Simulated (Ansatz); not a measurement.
Calculated with Ansatz (gas phase, PBE0-D4/def2-TZVP geometries, no zero-point term in ΔE). CCSD(T)/CBS adds triple-zeta CCSD(T) − MP2 to the extrapolated MP2 energy (def2 sets, frozen cores). This one scheme is used for every species. Functionals use def2-TZVPP. B3LYP here is the variant with VWN-RPA as its local correlation; programs differ in this. For Ge outer-core shells are correlated without core-valence functions, which leaves a few kJ/mol of doubt a bond. Scalar relativity is left out up to krypton.

Reaction (formal exchange of groups at the Si–Si bond): `[SiH3][SiH]1[CH2][GeH2]1` + CH₄ → `C[SiH]1[CH2][GeH2]1` + SiH₄

CCSD(T)/CBS gives +4.4 kcal/mol.

Problem. Another level gave +2.8 kcal/mol. Which?
A. HF/def2-TZVPP
B. PBE-D4/def2-TZVPP
C. B3LYP-D4/def2-TZVPP
D. ωB97M-V/def2-TZVPP

Solution. D. ωB97M-V 2.8, PBE-D4 7.0, B3LYP-D4 4.6, HF/def2-TZVPP 1.7 kcal/mol.

Largest T1 diagnostic among the species: 0.013.

In def2-TZVPP, CCSD(T) changes the Hartree–Fock value by +2.5 kcal/mol (the triples alone add +0.5 kcal/mol) and MP2 by +1.6 kcal/mol. From PBE to PBE0 (25 % exact exchange), in def2-TZVPP and without D4, ΔE moves by −0.8 kcal/mol.
